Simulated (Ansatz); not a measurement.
A nudged elastic band was laid between two geometries of CH6BClO (10 atoms, charge 0, multiplicity 1).

The calculation used Ansatz, RKS PBE-D4/6-31G*.

```
movable images  : 5
climbing image  : yes
spring          : 5.0 eV/Å²
optimiser       : quadratic models (default)
start path      : through a guess of the saddle point
force threshold : 0.03 eV/Å
iteration limit : 60
end points      : relaxed
```

First end point:

```xyz
10
Properties=species:S:1:pos:R:3
B 0.089 -0.034 0.237
H 0.204 -0.647 1.274
C 1.310 0.065 -0.772
H 1.503 -0.931 -1.208
H 1.128 0.747 -1.624
H 2.239 0.382 -0.266
Cl -1.572 -0.361 -0.573
O -0.135 1.561 0.819
H -0.386 2.082 0.020
H -0.965 1.511 1.348
```

Last end point:

```xyz
10
Properties=species:S:1:pos:R:3
B -0.047 0.589 -0.805
H -0.142 0.294 3.409
C 1.388 0.055 -1.135
H 1.406 -1.050 -1.101
H 1.686 0.334 -2.161
H 2.141 0.440 -0.428
Cl -1.450 0.143 -1.851
O -0.273 1.393 0.272
H -1.219 1.634 0.353
H -0.075 0.546 2.703
```

Question: Which bonds break or form, and what moves?

Answer: Bonds broken: B1–H2, O8–H10. Bonds formed: H2–H10. CH6BClO becomes CH4BClO + H2.

Question: Give the energies along the band, and the barrier.

Answer: The forces met the threshold. The highest image is number 2 of 0 to 6, 0.95 eV above the first end and 1.86 eV above the last; the last end lies 0.91 eV below the first. Neighbouring images differ by up to 1.6 eV, so the band resolves the path poorly. A vibrational analysis at the climbing image gives one clearly imaginary mode, 1233i cm⁻¹: a first-order saddle point. The orbitals stay closed-shell, which can raise the energy where a bond breaks towards radicals; this wasn't checked here.

```json
{"image": "0", "path coordinate (Å)": "0.00", "energy (eV)": "0.00", "B1–H2 (Å)": "1.21", "O8–H10 (Å)": "0.99", "H2–H10 (Å)": "2.46"}
{"image": "1", "path coordinate (Å)": "1.03", "energy (eV)": "0.04", "B1–H2 (Å)": "1.21", "O8–H10 (Å)": "0.98", "H2–H10 (Å)": "2.16"}
{"image": "2", "path coordinate (Å)": "2.06", "energy (eV)": "0.95", "B1–H2 (Å)": "1.37", "O8–H10 (Å)": "1.29", "H2–H10 (Å)": "1.04"}
{"image": "3", "path coordinate (Å)": "3.07", "energy (eV)": "-0.64", "B1–H2 (Å)": "2.32", "O8–H10 (Å)": "2.16", "H2–H10 (Å)": "0.75"}
{"image": "4", "path coordinate (Å)": "4.09", "energy (eV)": "-0.89", "B1–H2 (Å)": "3.19", "O8–H10 (Å)": "2.71", "H2–H10 (Å)": "0.75"}
{"image": "5", "path coordinate (Å)": "5.10", "energy (eV)": "-0.91", "B1–H2 (Å)": "3.82", "O8–H10 (Å)": "2.64", "H2–H10 (Å)": "0.75"}
{"image": "6", "path coordinate (Å)": "6.11", "energy (eV)": "-0.91", "B1–H2 (Å)": "4.23", "O8–H10 (Å)": "2.58", "H2–H10 (Å)": "0.75"}
```

Question: What is the geometry of the highest image?

Answer: 
```xyz
10
Properties=species:S:1:pos:R:3
B -0.022 0.309 -0.006
H 0.018 -0.234 1.247
C 1.340 0.034 -0.747
H 1.497 -1.042 -0.935
H 1.333 0.547 -1.726
H 2.204 0.415 -0.175
Cl -1.589 -0.275 -0.744
O -0.155 1.797 0.524
H -1.109 2.032 0.481
H -0.103 0.795 1.336
```

The band took 19 iterations and of the order of 4 core-minutes.

Run time: 4 min on 1 thread of Arm Neoverse V1, with other jobs on the host, peak memory 0.13 GiB.
